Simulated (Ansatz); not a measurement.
`N[SiH2]N[SiH](N)O` + `N[Si](O)(F)F` → `N[SiH2]O[Si](N)(F)F` + `N[SiH](N)O`  (ligand exchange at the Si–N bond)

Calculated with Ansatz (gas phase, PBE0-D4/def2-TZVP geometries, no zero-point term in ΔE). CCSD(T)/CBS is the MP2 limit (def2-TZVPP, def2-QZVPP) plus CCSD(T) − MP2 in def2-TZVPP, frozen cores. Functionals use def2-TZVPP. Each species was taken in one conformer, which may not be the lowest.

`N[SiH2]N[SiH](N)O`:

```xyz
15

N    -2.075   -0.702   -0.164
Si   -0.984   -0.947    1.166
N     0.581   -0.460    0.665
Si    1.031    1.004   -0.143
N     2.313    0.614   -1.203
O    -0.357    1.595   -0.778
H    -2.020   -1.327   -0.955
H    -3.041   -0.514    0.061
H    -0.861   -2.358    1.629
H    -1.584   -0.132    2.256
H     1.346   -1.062    0.936
H     1.593    2.061    0.733
H     2.197   -0.073   -1.931
H     2.957    1.336   -1.484
H    -1.097    0.964   -0.787
```

`N[Si](O)(F)F`:

Cartesian coordinates in Å:
```
N -0.960 0.525 0.486
Si 0.413 -0.366 0.082
O 1.084 0.132 -1.304
F 1.597 -0.301 1.127
F -0.043 -1.882 0.037
H -0.933 1.530 0.539
H -1.662 0.135 1.094
H 0.505 0.227 -2.061
```

`N[SiH2]O[Si](N)(F)F`:

```xyz
13

N    -1.406    0.841   -0.979
Si   -1.429   -0.767   -0.378
O    -0.018   -1.171    0.349
Si    1.405   -0.606    0.841
N     1.548    1.009    0.419
F     1.554   -0.834    2.401
F     2.557   -1.505    0.230
H    -1.963    1.556   -0.540
H    -1.287    1.021   -1.962
H    -2.503   -0.874    0.636
H    -1.613   -1.711   -1.504
H     0.813    1.447   -0.113
H     2.343    1.594    0.602
```

`N[SiH](N)O`:

Z-matrix (Å, degrees):
```
Si
N 1 1.706
O 1 1.648 2 119.3
N 1 1.713 2 104.7 3 119.0
H 1 1.482 2 106.1 3 -114.4
H 2 1.007 1 121.6 3 -73.1
H 2 1.006 1 120.9 3 78.5
H 3 0.959 1 116.3 2 67.1
H 4 1.007 1 119.8 2 -170.5
H 4 1.007 1 119.6 2 45.7
```

CCSD(T)/CBS gives -0.49 eV.

(1) Another level gave -0.50 eV. Which?
A. PBE/def2-TZVPP
B. HF/def2-TZVPP
C. MP2/def2-TZVPP
D. CCSD/def2-TZVPP

Largest T1 diagnostic among the species: 0.011.

Answers

(1) D. CCSD/def2-TZVPP -0.50, PBE -0.41, HF/def2-TZVPP -0.68, MP2/def2-TZVPP -0.46 eV.

In def2-TZVPP, CCSD(T) changes the Hartree–Fock value by +0.22 eV (the triples alone add +0.04 eV) and MP2 by +0.22 eV. From PBE to PBE0 (25 % exact exchange), in def2-TZVPP and without D4, ΔE moves by −0.04 eV.
